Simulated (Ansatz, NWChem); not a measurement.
Predicting a hybrid from its neighbours: CH3Br (bromomethane)

The species is CH3Br (5 atoms), meant as a singlet with charge 0. SMILES: `CBr`. The coordinates come from a PBE0-D4/def2-TZVP relaxation.

The HOMO–LUMO gap y, in eV, basis cc-pVTZ; a is the functional's share of exact exchange. Programs: Ansatz 0.2.0, NWChem 7.3.0.

| functional | program | a | y (eV) |
| --- | --- | --- | --- |
| TPSS | NWChem | 0 | 5.94 |
| BLYP | Ansatz | 0 | 5.55 |
| B3LYP | Ansatz | 0.2 | ? |
| PBE0 | Ansatz | 0.25 | 7.95 |
| BHLYP | Ansatz | 0.5 | 10.04 |

Fit y = c + s·a to the known rows and predict B3LYP.


1. Means of the 4 rows: a = 0.1875, y = 7.370.
2. Σ(Δa)² = 0.17188, Σ(Δa·Δy) = 1.48, so the slope is 1.48/0.17188 = 8.6107.
3. Intercept: 7.370 − (8.6107) × 0.1875 = 5.755. The largest residual of the fit is 0.21.
4. B3LYP: 5.755 + (8.6107) × 0.2 = 7.48 eV.

The run gave 7.39 eV, so the prediction is off by +0.09 eV, within the scatter of the fit. Exact exchange lowers occupied levels and raises empty ones. The rows mix families of semi-local functionals, which the line can't see.
